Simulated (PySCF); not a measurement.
Species: C5H13NP2.
Structure used (GFN2-xTB), in Å, numbered top down from 1:
```
atom  x, y, z in Å
C1    -2.9369   -0.2950   -0.4504
P2    -1.1478   -0.0841   -0.8686
C3    -0.7567    1.3535    0.2424
C4     0.7486    1.4003    0.4972
P5     1.6020    0.2478   -0.6819
N6     3.1613    0.3542    0.0449
C7     1.0913   -1.3300    0.1556
C8    -0.4330   -1.3964    0.2341
H9    -3.3126   -1.1889   -0.9452
H10   -3.4909    0.5632   -0.8276
H11   -3.0909   -0.3838    0.6247
H12   -1.0946    2.2593   -0.2683
H13   -1.3214    1.2676    1.1763
H14    1.1472    2.4074    0.3478
H15    1.0079    1.0889    1.5130
H16    3.7722   -0.3682   -0.3282
H17    3.5902    1.2497   -0.1748
H18    1.4862   -2.1599   -0.4371
H19    1.5637   -1.3661    1.1414
H20   -0.8060   -2.3691   -0.0977
H21   -0.7888   -1.2332    1.2568
```

NICS is the negative of the GIAO shielding at a point without a nucleus: at the ring centre (0) and 1 Å above and below it (1); zz is the component along the ring normal. Level: GIAO PBE0/pcSseg-1 (PySCF, non-relativistic, gas phase) on the GFN2-xTB geometry, one conformer.

Ring bond lengths (Å), with Mayer bond orders in brackets: P2–C3 1.858 (0.96), C3–C4 1.527 (0.99), C4–P5 1.857 (0.95), P5–C7 1.858 (0.96), C7–C8 1.528 (1.00), C8–P2 1.857 (0.95).

**Question.** Give the NICS values of each ring in ppm.

**Answer.** 
```csv
ring,type,NICS(0),"NICS(1), two faces","NICS(1)zz, two faces",rms pucker (Å),"centre to ring atoms, mean (Å)"
P2–C3–C4–P5–C7–C8,6-membered ring with 2 P; formal bonds all single,-4.4,-7.3 / -2.1,3.1 / 5.6,0.51,1.60
```

**Question.** What can be read from them?

**Answer.** 
- P2–C3–C4–P5–C7–C8: mean NICS(1)zz 4.3 ppm, deshielded. C3, C4, C7, C8 have four or more neighbours, so the value isn't read as a sign of a π ring current.

**Question.** List the ring angles and the Hirshfeld charges of the ring atoms.

**Answer.** 
- P2–C3–C4–P5–C7–C8: P2 96.4° (+0.140 e), C3 109.3° (-0.117 e), C4 109.1° (-0.122 e), P5 96.6° (+0.157 e), C7 109.5° (-0.123 e), C8 108.8° (-0.116 e); sum 629.8° against 720° for a flat convex ring.

**Question.** How shielded are the nuclei of the rings and their hydrogens (means over atoms taken as equivalent)?

**Answer.** 
```tsv
atoms	environment	σ isotropic (ppm)
P2	phosphine phosphorus	401.2
C3 (×2)	sp3 carbon bound to phosphorus	159.8
C4 (×2)	sp3 carbon bound to phosphorus	154.6
P5	three-coordinate phosphorus	306.2
H12 (×4)	methylene hydrogen	29.95
H14 (×4)	methylene hydrogen	29.72
```
